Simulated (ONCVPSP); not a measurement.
**An all-electron radial function and its pseudo partner (Ne (Z = 10))**

Columns: radius, all-electron u(r) and pseudo u(r) of the 2s shell (level -77.69 eV) of neon in the configuration [He] 2s2 2p4; LDA (Perdew-Zunger), scalar-relativistic, ONCV scheme, ONCVPSP 4.0.1.

| r (bohr) | all-electron | pseudo |
| --- | --- | --- |
| 0.053 | -0.4685 | 0.0720 |
| 0.105 | -0.4879 | 0.1477 |
| 0.158 | -0.3007 | 0.2382 |
| 0.210 | -0.0409 | 0.3438 |
| 0.262 | 0.2280 | 0.4620 |
| 0.315 | 0.4774 | 0.5914 |
| 0.368 | 0.6866 | 0.7274 |
| 0.420 | 0.8491 | 0.8584 |
| 0.473 | 0.9721 | 0.9729 |
| 0.525 | 1.0549 | 1.0548 |
| 0.578 | 1.1068 | 1.1067 |
| 0.630 | 1.1305 | 1.1304 |
| 0.683 | 1.1326 | 1.1325 |
| 0.735 | 1.1176 | 1.1175 |
| 0.788 | 1.0889 | 1.0888 |
| 0.840 | 1.0510 | 1.0510 |
| 0.893 | 1.0054 | 1.0053 |
| 0.945 | 0.9559 | 0.9558 |
| 0.998 | 0.9025 | 0.9024 |
| 1.050 | 0.8488 | 0.8487 |
| 1.102 | 0.7948 | 0.7948 |
| 1.155 | 0.7405 | 0.7404 |
| 1.208 | 0.6874 | 0.6874 |
| 1.260 | 0.6372 | 0.6372 |
| 1.313 | 0.5882 | 0.5881 |
| 1.365 | 0.5424 | 0.5424 |

Task: How many radial nodes do the two functions have?

Result: The all-electron 2s function has n − l − 1 = 1; the pseudo-wave has 0, since the states of the same l below it are removed with the core.

Task: At about which radius was the pseudo-wave matched?

Result: 0.55 bohr, where the columns begin to agree (steps of 0.05 bohr).

Task: Is the pseudo-wave norm-conserving?

Result: Yes: the ONCV scheme keeps the norm inside the radius equal to the all-electron one, which fixes the energy derivative of the logarithmic derivative at the level.
